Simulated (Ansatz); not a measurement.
Input file for Ansatz (a first-principles code): R-PBE0/def2-TZVPPD on HCl (SMILES Cl). Files ending in .json are basis or fitting sets from the Basis Set Exchange.

Ansatz 0.2 input:
```yaml
crystal:
  periodic: [false, false, false]
  atoms:
    - {symbol: Cl, position_ang: [-0.83989672, 0.82487983, -0.48125102]}
    - {symbol: H, position_ang: [-1.07725066, 0.21030440, 0.62237952]}
basis:
  gaussian:
    orbitals: def2-TZVPPD.json
hamiltonian:
  xc: {name: PBE0}
scf: {lower_state_search: off}
```

Question: What total energy does the run end on?

Answer: -460.6667 hartree.
